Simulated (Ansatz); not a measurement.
`C[Se]C[SiH3]` → `[CH2]` (triplet) + `[SiH3]C[SeH]` at 700 K and 1 bar (formal loss of a carbene).

Isolated molecules relaxed with PBE0-D4/def2-TZVP in Ansatz; ΔE leaves out vibrations. CBS: MP2 limit from def2 TZ/QZ plus the TZ coupled-cluster correction, frozen cores. This one scheme is used for every species. Triplets are unrestricted, without spin–orbit coupling. For Se outer-core shells are correlated without core-valence functions, which leaves a few kJ/mol of doubt a bond. Scalar relativity is left out up to krypton. One conformer a species, not always the lowest.

| species | CCSD(T)/CBS energy (Eh) | H − E (kJ/mol) | S (J/(mol·K)) |
| --- | --- | --- | --- |
| `C[Se]C[SiH3]` | -2770.69677 | 318.3 | 494.3 |
| `[CH2]` (triplet) | -39.09499 | 70.4 | 226.8 |
| `[SiH3]C[SeH]` | -2731.43590 | 222.6 | 419.4 |

H − E and S are ideal-gas, rigid-rotor, harmonic terms from PBE0-D4/def2-TZVP, for one conformer and one mirror image of each species, with the whole ground term of open shells counted as degenerate. 1 Eh = 2625.50 kJ/mol, R = 8.31446 J/(mol·K).

**Question.** By hand: ΔE, ΔH, ΔS and ΔG.

**Answer.** ΔE = (-39.09499) + (-2731.43590) − (-2770.69677) = 0.16588 Eh = 435.5 kJ/mol. Δ(H − E) = 70.4 + 222.6 − 318.3 = -25.3, so ΔH = 410.2 kJ/mol. ΔS = 226.8 + 419.4 − 494.3 = 151.9 J/(mol·K). ΔG = 410.2 − 700 × (151.9)/1000 = 303.9 kJ/mol.

**Question.** By hand: the equilibrium constant, and the temperature at which ΔG would vanish if ΔH and ΔS stayed fixed.

**Answer.** log₁₀ K = −ΔG/(RT ln 10) = -22.7. ΔG = 0 at ΔH/ΔS = 2700 K, far beyond where these terms or the molecules hold.

The number of gas molecules changes by +1, which sets the sign of ΔS. A doubt of 5 kJ/mol in ΔE shifts log₁₀ K by 0.4 here. Other conformers and mirror images would add mixing entropy, several J/(mol·K) or more a flexible species. Modes under 60 cm⁻¹, often nearly free rotors, make the harmonic entropy too high. A triplet takes part, so the spin changes. These are equilibria of isolated gas molecules and say nothing of rates. Largest T1 diagnostic: 0.011 (customary marks: 0.02 for closed shells, 0.045 for open ones).
